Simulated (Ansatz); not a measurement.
`F[Si@H]1N[C@@H]1[SiH3]` + `CC[SiH](F)[SiH3]` → `F[SiH]([SiH3])C[SiH3]` + `C[C@@H]1N[Si@@H]1F`  (redistribution)

Computed with Ansatz on PBE0-D4/def2-TZVP structures; ΔE is electronic, products minus reactants. CBS: MP2 limit from def2 TZ/QZ plus the TZ coupled-cluster correction, frozen cores. DFT in def2-TZVPP. B3LYP here is the variant with VWN-RPA as its local correlation; programs differ in this. Each species was taken in one conformer, which may not be the lowest.

Problem. Is it downhill or uphill in electronic energy at CCSD(T)/CBS, and by how much? (Estimate.)

Solution. The calculation gave: Downhill: ΔE = -20.2 kJ/mol.

Problem. What do these levels give: PBE-D4, B3LYP-D4, ωB97M-V, B2PLYP, r2SCAN, HF/CBS(def2)? (An estimate is asked.)

Solution. Computed: PBE-D4 -19.7, B3LYP-D4 -20.0, ωB97M-V -20.8, B2PLYP -18.5, r2SCAN -19.9, HF/CBS(def2) -19.0 kJ/mol.

Largest T1 diagnostic among the species: 0.013.
